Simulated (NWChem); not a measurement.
**Correlation energy of iodoethane (C2H5I)**

```xyz
8

C      2.4499     0.3888     0.0000
C      1.1211     1.1174     0.0000
I     -0.5996    -0.2481     0.0000
H      2.5683    -0.2454     0.8914
H      3.2687     1.1306     0.0000
H      2.5683    -0.2454    -0.8914
H      0.9742     1.7358     0.8942
H      0.9742     1.7358    -0.8942
```
Charge 0, spin multiplicity 1.

The numbers come from NWChem runs, not from measurements. Structure: optimised with B3LYP/def2-SVP with def2 effective core potentials on I, held to Cs symmetry and with no frequency check, so it may be a saddle point.

Basis set: def2-SVP. Each correlation energy counts from its own Hartree-Fock reference.

Effective core potentials replace the inner electrons of I; spin-orbit coupling is left out. The correlated methods keep 6 core orbitals frozen. Coupled-cluster values serve here as a point of comparison, not as the truth.

```tsv
method	correlation energy (mHa)
MP2	-413.7
SCS-MP2	-409.5
CCSD(T)	-463.6
CR-CCSD(T)	___
CCSD+T(CCSD)	___
CR-CCSD[T]	-461.0
CCSD	-450.9
```

Question: Some entries are withheld; supply them.

Answer: 
- CR-CCSD(T), correlation energy (mHa): -460.7
- CCSD+T(CCSD), correlation energy (mHa): -464.1
